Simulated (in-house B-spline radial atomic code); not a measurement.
**Ionising Ru⁷⁺ with different functionals**

Computed with an all-electron radial atomic-structure program (B-spline basis): scalar-relativistic (spin-free X2C) Hamiltonian, Fermi nucleus of rms radius 4.4809 fm, spin-polarised at highest spin, spherical fractional occupations for the functionals, and exact exchange of hybrids averaged over the configuration. The ionisation energy is the difference of two self-consistent energies, [Kr] 4d1 → [Ar] 3d10 4s2 4p6, without Breit or QED terms; ε is the level of the shell that loses the electron (its least bound occupied spin orbital). There is no spin-orbit coupling in this Hamiltonian.

```tsv
method	rung	ΔSCF (eV)	-ε(4d) (eV)
PBE0	global hybrid	111.11	104.61
B3LYP	global hybrid	111.15	104.15
TPSSh	global hybrid	110.94	103.06
BHandHLYP	global hybrid	110.95	106.76
r2SCAN0	global hybrid	?	?
B97-1	global hybrid	111.06	104.14
HSE06	range-separated hybrid	111.05	104.15
wB97X	range-separated hybrid	?	?
CAM-B3LYP	range-separated hybrid	111.12	106.11
LC-wPBE	range-separated hybrid	111.18	107.58
```

(1) What does wB97X give?

(2) What does r2SCAN0 give?

(3) Among the functionals, which spreads more, the ΔSCF values or the orbital energies?

(4) How do they compare with the NIST value?

Answers

(1) ΔSCF 110.83 eV, and -ε(4d) = 107.02 eV.

(2) ΔSCF 110.67 eV, and -ε(4d) = 104.35 eV.

(3) The orbital energies: ΔSCF values span about 0.51 eV and the orbital energies 4.52 eV; here energy differences depend much less on the functional than eigenvalues do.

(4) NIST lists 110 eV ± 2.1 (tabulated theory, ground level to ground level). Errors run from +0.67 to +1.18 eV; all lie within about twice that uncertainty, so the table can't rank the methods.
